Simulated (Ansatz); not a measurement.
A run for Ansatz (a quantum-chemistry and plane-wave program): R-wB97X-V/def2-TZVPPD on HCl (SMILES Cl) with ghost functions. Files ending in .json are basis or fitting sets from the Basis Set Exchange.

Ansatz 0.2 input:
```yaml
crystal:
  periodic: [false, false, false]
  atoms:
    - {symbol: Cl, position_ang: [-0.56148929, -0.68711842, -0.50006534]}
    - {symbol: H, position_ang: [-0.12151837, -0.26959638, 0.63588191]}
basis:
  gaussian:
    orbitals: def2-TZVPPD.json
    ghost_atoms:
      - {symbol: C, position_ang: [0.33057049, 0.79650801, 5.06612237]}
      - {symbol: Si, position_ang: [-0.21887585, -0.25298267, 3.61581040]}
      - {symbol: H, position_ang: [0.07533754, 1.84546996, 4.90685883]}
      - {symbol: H, position_ang: [1.41002985, 0.72720566, 5.21038777]}
      - {symbol: H, position_ang: [-0.15584137, 0.46569109, 5.98564966]}
      - {symbol: H, position_ang: [-1.67973427, -0.14914290, 3.39460891]}
      - {symbol: H, position_ang: [0.13869320, -1.67703675, 3.81060264]}
      - {symbol: H, position_ang: [0.45777707, 0.21237477, 2.37253275]}
hamiltonian:
  xc: {name: wB97X-V}
scf: {lower_state_search: off}
```

The head of its log:

```
WARN ansatz: RAYON_NUM_THREADS=2 ignored (pool sized by the plan → 2); use --threads N
Functional definition: wB97X-V
these checks for a lower state are left out or cut short: stability, starts, cluster_reference, orbital_swaps, neighbouring_geometries, increment
integrals: 0.24 GiB planned
1156 factors; their error is unknown
integrals: 0.28 GiB planned
346 factors; integrals over basis functions are off by at most 3.6e-5 eV
mean field: 1.71 GiB planned
mean field evaluation 1: about -12537.3091 eV, gradient 1.0e1 eV
mean field evaluation 2: about -12537.5483 eV, gradient 6.8e0 eV
```

Q: Give the final energy of this run.

A: -460.7501 hartree.
